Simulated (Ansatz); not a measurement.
`PB1C[SiH2]1` + `O[AsH2]` → `PO[AsH2]` + `B1C[SiH2]1` at 600 K and 1 bar (cleavage of the P–B bond).

Gas-phase electronic energies from Ansatz, PBE0-D4/def2-TZVP geometries. CCSD(T)/CBS adds triple-zeta CCSD(T) − MP2 to the extrapolated MP2 energy (def2 sets, frozen cores). For As outer-core shells are correlated without core-valence functions, which leaves a few kJ/mol of doubt a bond. Scalar relativity is left out up to krypton. One conformer a species, not always the lowest.

```json
{"species": "`PB1C[SiH2]1`", "CCSD(T)/CBS energy (Eh)": "-696.40651", "H − E (kJ/mol)": "226.2", "S (J/(mol·K))": "420.8"}
{"species": "`O[AsH2]`", "CCSD(T)/CBS energy (Eh)": "-2311.97217", "H − E (kJ/mol)": "108.4", "S (J/(mol·K))": "309.7"}
{"species": "`PO[AsH2]`", "CCSD(T)/CBS energy (Eh)": "-2653.50583", "H − E (kJ/mol)": "144.2", "S (J/(mol·K))": "395.6"}
{"species": "`B1C[SiH2]1`", "CCSD(T)/CBS energy (Eh)": "-354.85519", "H − E (kJ/mol)": "185.3", "S (J/(mol·K))": "343.3"}
```

H − E and S are ideal-gas, rigid-rotor, harmonic terms from PBE0-D4/def2-TZVP, for one conformer and one mirror image of each species. 1 Eh = 2625.50 kJ/mol, R = 8.31446 J/(mol·K).

**Question.** By hand: ΔE, ΔH, ΔS and ΔG.

**Answer.** ΔE = (-2653.50583) + (-354.85519) − (-696.40651) − (-2311.97217) = 0.01766 Eh = 46.4 kJ/mol. Δ(H − E) = 144.2 + 185.3 − 226.2 − 108.4 = -5.1, so ΔH = 41.3 kJ/mol. ΔS = 395.6 + 343.3 − 420.8 − 309.7 = 8.4 J/(mol·K). ΔG = 41.3 − 600 × (8.4)/1000 = 36.3 kJ/mol.

**Question.** By hand: the equilibrium constant, and the temperature at which ΔG would vanish if ΔH and ΔS stayed fixed.

**Answer.** log₁₀ K = −ΔG/(RT ln 10) = -3.2. ΔG = 0 at ΔH/ΔS = 4917 K, far beyond where these terms or the molecules hold.

The number of gas molecules stays the same, so ΔS is small and ΔH decides. A doubt of 5 kJ/mol in ΔE shifts log₁₀ K by 0.4 here. Other conformers and mirror images would add mixing entropy, several J/(mol·K) or more a flexible species. Modes under 60 cm⁻¹, often nearly free rotors, make the harmonic entropy too high. These are equilibria of isolated gas molecules and say nothing of rates. Largest T1 diagnostic: 0.017 (customary marks: 0.02 for closed shells, 0.045 for open ones).
